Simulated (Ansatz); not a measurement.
The same path of a periodic cell of 17 atoms, Si (host Si, host structure diamond, interstitial Si) was run twice with different band settings. Lost on the way: Si1–Si17. Made: Si12–Si17.

Level of theory: DFT PBE-D3(BJ), scalar-relativistic, plane waves, PAW in Ansatz 0.2.0. Settings: PAW set soft_1, cutoff 420 eV, k mesh 2x2x2, gaussian smearing 0.02 eV, no spin polarisation.

Relaxed end points:

```xyz
17
Lattice="0.0000 5.4300 5.4300 5.4300 0.0000 5.4300 5.4300 5.4300 0.0000" Properties=species:S:1:pos:R:3
Si -0.022 0.022 -0.029
Si 1.357 1.388 1.354
Si 2.719 2.711 -0.007
Si 4.042 4.073 1.354
Si 2.738 0.022 2.735
Si 4.073 1.357 4.068
Si 5.408 2.692 2.735
Si 6.788 4.072 4.102
Si -0.006 2.707 2.714
Si 1.358 4.072 4.031
Si 2.723 5.436 2.714
Si 4.073 6.787 4.071
Si 2.738 2.692 5.401
Si 4.104 4.071 6.784
Si 5.426 5.433 5.422
Si 6.789 6.756 6.784
Si 6.788 9.502 6.781
```

```xyz
17
Lattice="0.0000 5.4300 5.4300 5.4300 0.0000 5.4300 5.4300 5.4300 0.0000" Properties=species:S:1:pos:R:3
Si 0.001 0.000 0.001
Si 1.356 1.350 1.356
Si 2.719 2.710 0.035
Si 4.080 4.074 1.354
Si 2.716 0.030 2.716
Si 4.076 1.352 4.076
Si 5.399 2.711 2.714
Si 6.769 4.089 4.095
Si 0.035 2.710 2.719
Si 1.354 4.074 4.080
Si 2.717 5.392 2.717
Si 4.101 6.757 4.101
Si 2.715 2.711 5.399
Si 4.095 4.089 6.769
Si 5.433 5.418 5.432
Si 6.764 6.758 6.764
Si 8.148 8.133 8.147
```

Common settings: spring 5.0 eV/Å²; optimiser quadratic models (default); force threshold 0.05 eV/Å; end points relaxed.

| run | movable images | climbing image | start path | iteration limit |
| --- | --- | --- | --- | --- |
| 1 | 5 | yes | IDPP | 63 |
| 2 | 2 | no | default | 50 |

**Question.** What does each run give, and how far can it be trusted?

**Answer.** Run 1: converged after 45 iterations, highest image 0.300 eV above the first end. By the program's own check the climbing image is a first-order saddle point (lowest curvatures found: -0.30 and 0.75 eV/Å²).
Run 2: converged after 6 iterations, highest image 0.277 eV above the first end. No image climbed, so the highest image needn't sit at the top of the path.
Limits of this set-up: coarse k mesh, a small cell, in which the defect meets its images.
